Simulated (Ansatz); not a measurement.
Cartesian coordinates (Å):
SMILES: N#C[N+]#[C-]
```xyz
4

C      1.7548    -0.7187    -0.0112
N      0.6216    -0.3972    -0.0040
C     -0.6333    -0.0411     0.0040
N     -1.7431     0.2737     0.0111
```
Charge 0, multiplicity 1.

These are frozen-core CCSD(T)/cc-pVTZ // B3LYP-D3(BJ)/def2-TZVP (Ansatz, an electronic-structure program) values and carry that method's errors.

```
Item                            Value
----------------------  -------------
HF energy               -184.62252 Ha
MP2 correlation energy    -0.65149 Ha
```

Task: Estimate the CCSD correlation energy, the (T) correction, the total energy and the T1 diagnostic.

Result: 
```json
{
 "CCSD correlation energy": "-0.65356 Ha",
 "(T) correction": "-0.03763 Ha",
 "CCSD(T) total energy": "-185.31371 Ha",
 "T1 diagnostic": "0.018"
}
```
